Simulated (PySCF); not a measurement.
SMILES [O](C)[Al]([NH2])[OH] (CH₆AlNO₂), CAM-B3LYP/def2-SVP optimised geometry.

```
11

Al    -0.87    -0.04     0.00
O     -1.70    -1.52     0.00
H     -1.28    -2.38     0.00
O      0.81    -0.04     0.00
C      1.94     0.78     0.00
H      2.04     1.35     0.94
H      2.85     0.17    -0.11
H      1.93     1.51    -0.83
N     -1.84     1.43     0.00
H     -2.85     1.44     0.00
H     -1.48     2.38     0.00
```

Density from PySCF 2.14.0 with CAM-B3LYP/def2-TZVP at that geometry.

Minimum of the electron density along straight lines between bonded atoms, close to the bond critical point (lines longer than 1.1 times the sum of covalent radii, or with two minima, are not listed):

```json
[
 {"bond": "Al1–O2", "length / Å": "1.693", "ρ at the minimum / e bohr⁻³": "0.111", "∇²ρ there / e bohr⁻⁵": "0.79", "position (fraction from the first atom)": "0.43"},
 {"bond": "O2–H3", "length / Å": "0.959", "ρ at the minimum / e bohr⁻³": "___", "∇²ρ there / e bohr⁻⁵": "___", "position (fraction from the first atom)": "0.81"},
 {"bond": "Al1–O4", "length / Å": "1.687", "ρ at the minimum / e bohr⁻³": "0.108", "∇²ρ there / e bohr⁻⁵": "0.81", "position (fraction from the first atom)": "0.43"},
 {"bond": "O4–C5", "length / Å": "1.386", "ρ at the minimum / e bohr⁻³": "0.270", "∇²ρ there / e bohr⁻⁵": "___", "position (fraction from the first atom)": "0.65"},
 {"bond": "C5–H6", "length / Å": "1.106", "ρ at the minimum / e bohr⁻³": "0.276", "∇²ρ there / e bohr⁻⁵": "-0.95", "position (fraction from the first atom)": "0.65"},
 {"bond": "C5–H7", "length / Å": "1.104", "ρ at the minimum / e bohr⁻³": "0.279", "∇²ρ there / e bohr⁻⁵": "-0.97", "position (fraction from the first atom)": "0.65"},
 {"bond": "C5–H8", "length / Å": "1.107", "ρ at the minimum / e bohr⁻³": "0.276", "∇²ρ there / e bohr⁻⁵": "-0.95", "position (fraction from the first atom)": "0.64"},
 {"bond": "Al1–N9", "length / Å": "1.760", "ρ at the minimum / e bohr⁻³": "0.106", "∇²ρ there / e bohr⁻⁵": "0.60", "position (fraction from the first atom)": "0.42"},
 {"bond": "N9–H10", "length / Å": "1.014", "ρ at the minimum / e bohr⁻³": "0.330", "∇²ρ there / e bohr⁻⁵": "-1.59", "position (fraction from the first atom)": "0.74"},
 {"bond": "N9–H11", "length / Å": "1.013", "ρ at the minimum / e bohr⁻³": "0.331", "∇²ρ there / e bohr⁻⁵": "-1.58", "position (fraction from the first atom)": "0.73"}
]
```

Question: What belongs in the gaps?

Answer: 
- O2–H3, ρ at the minimum / e bohr⁻³: 0.355
- O2–H3, ∇²ρ there / e bohr⁻⁵: -2.41
- O4–C5, ∇²ρ there / e bohr⁻⁵: -0.54
